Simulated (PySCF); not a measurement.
Al(Cl)(OH)(NH2) (AlClH₃NO), SMILES [Cl][Al]([OH])[NH2].

Geometry optimised at PBE0-D3(BJ)/def2-SVP. One conformer was computed; it need not be the lowest.

Computed with M06-2X/def2-TZVPD (PySCF).

The molecule is in vacuum.

Computed frontier levels, gap, dipole moment and polarisability:
```
Quantity                                                                                                        Value
---------------------------------------------------------------------------------------------  ----------------------
highest occupied level                                                                                       -9.26 eV
lowest empty level                                                                                           -0.60 eV
orbital gap                                                                                                   8.66 eV
dipole moment                                                                                               0.687 e·Å
quadrupole, principal values (traceless, Buckingham form, about the centre of nuclear charge)  -2.04, -2.01, 4.05 D·Å
mean static polarisability                                                                       49.2 bohr³ (7.29 Å³)
polarisability, principal values                                                               42.6, 49.6, 55.3 bohr³
```
